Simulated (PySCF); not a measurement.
A run for PySCF: R-HF/3-21G on CH5BOSe (SMILES COB[SeH]), a point of a torsion scan.

```python
from pyscf import gto, scf, dft, mp
from pyscf.data.elements import chemcore

mol = gto.M(
    atom='''
    C    -0.99582792   -0.73082283    0.05385023
    O    -1.30236881   -0.19263934   -1.21130864
    B    -0.89867978   -0.68401110   -2.37498013
    Se   -1.45908374    0.33618415   -3.90627007
    H     0.00924128   -0.42320063    0.35216989
    H    -1.03947201   -1.82222490    0.03890035
    H    -1.72324030   -0.34138485    0.76637673
    H    -0.26142793   -1.65933238   -2.52467017
    H    -2.16105541    1.35300266   -3.17591964
    ''',
    basis='3-21g',
    charge=0, spin=0, verbose=3, max_memory=1800)
mf = scf.RHF(mol)
mf.conv_tol = 1e-8
mf.max_cycle = 100
mf.kernel()
if not mf.converged:
    mf = mf.newton().run(mf.mo_coeff, mf.mo_occ)
```

Program output:

```
converged SCF energy = -2528.07085244073
```

Self-consistency was reached.

Cost: roughly 0.5 core-seconds.
